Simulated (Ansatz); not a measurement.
Ge(eta1-allyl)H3 (C3H8Ge). The state is a singlet with charge 0. Geometry r2SCAN-D4/def2-SVP.

```xyz
12

Ge   -0.216   -1.785   -0.262
C    -0.651   -0.029    0.530
C     0.496    0.920    0.423
C     0.570    1.962   -0.416
H    -0.922   -0.216    1.584
H    -1.545    0.360    0.016
H     1.356    0.712    1.077
H    -0.257    2.212   -1.091
H     1.458    2.599   -0.454
H     1.058   -2.345    0.395
H     0.027   -1.619   -1.770
H    -1.375   -2.771   -0.032
```

The 6-31G sets use Cartesian d functions. B3LYP takes the VWN-RPA correlation.

Problem. Estimate the orbital energies around the gap (eV) in Ansatz with HF/6-31G, r2SCANh-D4/def2-TZVP, B3LYP-D4/6-31G, PBE0-D4/def2-SVP, r2SCAN0-D4/def2-TZVP.

Solution. 
```csv
orbital,HF/6-31G,r2SCANh-D4/def2-TZVP,B3LYP-D4/6-31G,PBE0-D4/def2-SVP,r2SCAN0-D4/def2-TZVP
HOMO−13,-43.71,-31.66,-31.33,-33.36,-33.87
HOMO−12,-43.70,-31.66,-31.33,-33.36,-33.87
HOMO−11,-29.08,-21.49,-21.48,-21.90,-22.83
HOMO−10,-25.38,-18.62,-18.69,-19.04,-19.83
HOMO−9,-20.67,-15.12,-15.27,-15.58,-16.16
HOMO−8,-19.41,-14.36,-14.61,-14.89,-15.32
HOMO−7,-17.35,-12.53,-12.74,-13.09,-13.45
HOMO−6,-16.03,-11.46,-11.68,-12.04,-12.34
HOMO−5,-14.73,-10.46,-10.68,-11.00,-11.29
HOMO−4,-13.50,-9.46,-9.69,-9.98,-10.25
HOMO−3,-12.60,-9.01,-9.16,-9.53,-9.75
HOMO−2,-12.44,-8.84,-9.06,-9.29,-9.55
HOMO−1,-12.42,-8.81,-9.03,-9.26,-9.52
HOMO,-9.24,-6.59,-6.61,-7.03,-7.20
LUMO,3.76,-0.33,0.34,0.27,0.19
LUMO+1,4.50,0.81,1.08,1.26,1.17
LUMO+2,5.01,1.39,2.08,2.05,1.82
LUMO+3,5.13,1.68,2.16,2.17,2.09
LUMO+4,6.30,1.96,2.60,2.60,2.39
LUMO+5,7.14,2.37,3.23,2.71,2.72
```
